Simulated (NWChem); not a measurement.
Basis-set dependence for 1,1-difluoroethane (C₂H₄F₂)

```
C
F 1 1.3712
F 1 1.3712 2 107.69
H 1 1.1161 2 107.65 3 -115.82
C 1 1.5100 4 113.40 2 122.08
H 5 1.1068 1 110.34 4 -60.20
H 5 1.1068 6 108.91 1 -121.25
H 5 1.1075 6 109.03 7 -118.87
```
Charge 0, spin multiplicity 1.

All runs are NWChem calculations. Structure: optimised with PBE/def2-SVP, a minimum by its harmonic frequencies.

Hartree-Fock energies in Ha, correlation energies in mHa.

The correlated methods keep 4 core orbitals frozen. The Pople sets run with spherical d functions. Coupled-cluster values serve here as a point of comparison, not as the truth.

| basis | functions | RHF | MP2 | SCS-MP2 | CCSD | CCSD+T(CCSD) | CCSD(T) | CR-CCSD[T] | CR-CCSD(T) |
|---|---|---|---|---|---|---|---|---|---|
| 6-31G* | 64 | -276.93831 | -596.6 | -580.4 | -623.6 | -639.4 | -637.7 | -635.8 | -634.5 |
| def2-SVP | 76 | -276.72776 | -650.0 | -637.0 | -681.4 | -697.1 | -695.8 | -693.5 | -692.5 |
| def2-TZVP | 148 | -277.06485 | -832.2 | -819.5 | not run | not run | not run | not run | not run |

From def2-SVP to def2-TZVP the Hartree-Fock energy moves by -337.1 mHa and the MP2 correlation energy by -182.2 mHa, which is 22 % of its value in the larger set.
